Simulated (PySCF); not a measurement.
**How methods differ on the ionisation energy of Cr¹²⁺**

Cr¹²⁺ [Ne] 3s2 → Cr¹³⁺ [Ne] 3s1 [3s1/2^1, M_J = 1/2], as a difference of total energies. Calculation: PySCF 2.14, in an uncontracted even-tempered set (19 s from 0.88 bohr⁻², ratio 2.4; 13 p from 1.1 bohr⁻², ratio 2.4; 5 d from 4.4 bohr⁻², ratio 2.6; 4 f from 6.6 bohr⁻², ratio 2.6); the two-component X2C-1e Hamiltonian. Correlated levels: 1s2 frozen; the 50 highest virtual spinors dropped. "Screened" scales the spin-orbit matrix elements by Boettger's factors to mimic the two-electron term; Breit and QED terms are absent.

```tsv
method	ionisation energy (eV)
GHF (screened spin-orbit)	351.56
GMP2 (screened spin-orbit)	353.70
```

Q: How much does correlation contribute at GMP2 (screened spin-orbit)?

A: 353.70 − (351.56) = 2.14 eV, measured against GHF (screened spin-orbit).

For comparison: 354.7 ± 0.3 eV (semi-empirical (NIST evaluation); NIST Atomic Spectra Database, ionization energies).
